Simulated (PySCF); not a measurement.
Species: CH7ClSi2.
Numbering: `[SiH3:1][CH:2]([SiH3:3])[Cl:4]` (hydrogens: H5, H6, H7 on Si1; H8 on C2; H9, H10, H11 on Si3)

The closed-shell ground state was solved at several levels (PySCF, density fitting, gas phase, non-relativistic). Isolated species at its PBE0-D3(BJ)/def2-SVP geometry, gas phase.

| level | basis functions | HOMO (eV) | LUMO (eV) | gap (eV) | dipole (D) |
| --- | --- | --- | --- | --- | --- |
| wB97X-D/def2-SVPD | 151 | -9.99 | 1.33 | 11.32 | 1.54 |
| B3LYP/pcSseg-2 | 263 | -7.86 | -0.68 | 7.18 | 1.51 |

Estimate the row for PBE0/pcSseg-1, a basis of 124 functions; the other rows only guide the guess.

HOMO -8.13 eV, LUMO -0.33 eV, gap 7.80 eV, dipole 1.58 D.

Over all these levels, which gives the widest orbital gap and which the narrowest?

wB97X-D/def2-SVPD (range-separated hybrid) has the widest, 11.32 eV, and B3LYP/pcSseg-2 (global hybrid, 20 % exact exchange) the narrowest, 7.18 eV. Functional and basis both differ between the two, so the spread mixes both effects.

How far do the dipole and the HOMO energy spread over the levels?

The dipole runs from 1.51 to 1.58 D (mean 1.54 D) and the HOMO from -9.99 to -7.86 eV.
